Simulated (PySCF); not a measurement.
Geometry:
| atom | x (Å) | y (Å) | z (Å) |
| --- | --- | --- | --- |
| C1 | -1.747 | -0.598 | -0.236 |
| C2 | -1.516 | 0.763 | -0.484 |
| C3 | -0.269 | 1.328 | -0.347 |
| C4 | 0.755 | 0.479 | 0.052 |
| N5 | 2.085 | 0.630 | 0.298 |
| N6 | 2.615 | -0.548 | 0.664 |
| N7 | 1.728 | -1.446 | 0.672 |
| C8 | 0.533 | -0.899 | 0.304 |
| C9 | -0.741 | -1.448 | 0.157 |
| H10 | -2.749 | -0.981 | -0.361 |
| H11 | -2.346 | 1.382 | -0.792 |
| H12 | -0.092 | 2.376 | -0.537 |
| H13 | 2.655 | 1.458 | 0.240 |
| H14 | -0.912 | -2.494 | 0.349 |

PySCF 2.14 calculation with coordinates at the GFN2-xTB level and PBE0/pcSseg-1 with gauge-including orbitals; non-relativistic Hamiltonian, a single conformation, gas phase.

Shifts are taken against calculated references (same method and geometry level): TMS for 13C, 1H; 15N against NH3.

```csv
atoms,nucleus,count,Hirshfeld charge,δ (ppm)
C4,13C,1,0.03,?
H14,1H,1,0.06,8.57
C1,13C,1,-0.05,128.1
C8,13C,1,0.01,?
C9,13C,1,-0.04,?
N6,15N,1,-0.06,413.7
C3,13C,1,-0.06,?
H13,1H,1,0.17,11.22
C2,13C,1,-0.04,131.9
H11,1H,1,0.05,7.83
H12,1H,1,0.05,7.87
N5,15N,1,-0.03,233.3
H10,1H,1,0.05,7.74
N7,15N,1,-0.13,378.0
```

Question: Estimate the values marked ?.

Answer: 
- C8: 149.2 ppm, ring-fusion aromatic carbon
- C4: 139.8 ppm, ring-fusion aromatic carbon
- C9: 126.8 ppm, aromatic CH; the aromatic region
- C3: 112.8 ppm, aromatic CH

The OH or NH signal is concentration- and solvent-dependent in practice; the value given is the gas-phase one. Shifts are as computed. Against solution values, carbons near 30 ppm lie about +3 ppm off and those near 130 ppm about +5 ppm. Of 1211 compounds with measured shifts, 218 miss one by over three times the rms of a fit or turn the order of signals round; such compounds aren't used in these exercises. Experimental scales use liquid or dissolved standards, which lie at an offset from isolated NH3 (liquid NH3: subtract about 20 ppm). Unscaled 15N shifts of sp2 nitrogen come out 20 to 40 ppm too high even then.
